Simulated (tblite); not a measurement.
Species: C7H10OSSi.
Atom-mapped SMILES: `[CH3:1][O:2][c:3]1[cH:4][cH:5][c:6]([S:7][SiH3:8])[cH:9][cH:10]1` (hydrogens: H11, H12, H13 on C1; H14 on C4; H15 on C5; H16, H17, H18 on Si8; H19 on C9; H20 on C10)

Computed geometry: GFN2-xTB, gas phase.

Q: Give the optimised bond lengths and angles.

A: 
| bond | length (pm) |
| --- | --- |
| C1–O2 | 140.7 |
| O2–C3 | 136.1 |
| C3–C4, C3–C10 | 139.4 |
| C4–C5, C9–C10 | 138.1 |
| C5–C6, C6–C9 | 138.5 |
| C6–S7 | 178.5 |
| S7–Si8 | 214.2 |
| C1–H11, C1–H12, C1–H13 | 109.3 |
| C4–H14, C10–H20 | 107.9 |
| C5–H15, C9–H19 | 108.0 |
| Si8–H16, Si8–H17, Si8–H18 | 145.6 |

Bonds in one row agree within 1 pm and their mean is given. A selection of angles:
| angle | degrees |
| --- | --- |
| C1–O2–C3 | 118.6 |
| O2–C3–C4 | 125.0 |
| O2–C3–C10 | 115.8 |
| C4–C3–C10 | 119.3 |
| C3–C4–C5 | 119.9 |
| C4–C5–C6 | 120.5 |
| C5–C6–S7 | 119.9 |
| C5–C6–C9 | 120.0 |
| C6–S7–Si8 | 98.1 |
| C3–C10–C9 | 120.6 |

Dihedral angles: C1–O2–C3–C4 3° (synperiplanar); C5–C6–S7–Si8 94° (anticlinal). The mirror-image conformer, all signs reversed, is as good.

Of the pairs four or more bonds apart, C1···H14 is among the closest relative to their van der Waals radii: 2.56 Å, 88 % of the sum of Bondi's values. The 6-membered ring C3–C4–C5–C6–C9–C10 has internal angles of 119.3° to 120.6°; it is planar, 0.00 Å rms from its mean plane, widest ring torsion 0°. The 2 C–O bonds span 1.361 Å (O2–C3, drawn single) to 1.407 Å (C1–O2, drawn single), a spread of 0.046 Å. Si8 (SiH3 silicon) is distorted tetrahedral (angles from 103.0° to 113.4°). S7 (sulfur bonded to C and Si) is bent (angle 98.1°).

Point group: C1 (no symmetry element, even within 0.4 Å). Its lowest GFN2-xTB frequency is 7i cm⁻¹, too small to tell a flat minimum from a shallow saddle. The numbers are those of one conformer. 2 starts were optimised and ended at 0.00 and 0.02 kcal/mol (GFN2-xTB); the lowest of these is shown.
